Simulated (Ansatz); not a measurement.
Harmonic frequencies (cm⁻¹) at PBE0-D4/def2-TZVP from Ansatz: 40, 81, 100, 245, 324, 420, 588, 639, 680, 724, 848, 850, 1067, 1126, 1142, 1298, 1308, 1442, 1481, 1963, 3032, 3071, 3101, 3156.

Each molecule was computed in one conformer, which needn't be the lowest.

(1) Which molecule is it?
A. `[SiH3]C=C=CI`
B. `CC(=O)C=O`
C. `BC1=C(S)C1`
D. `[F][AlH][CH2]CCl`

Results:

(1) D.
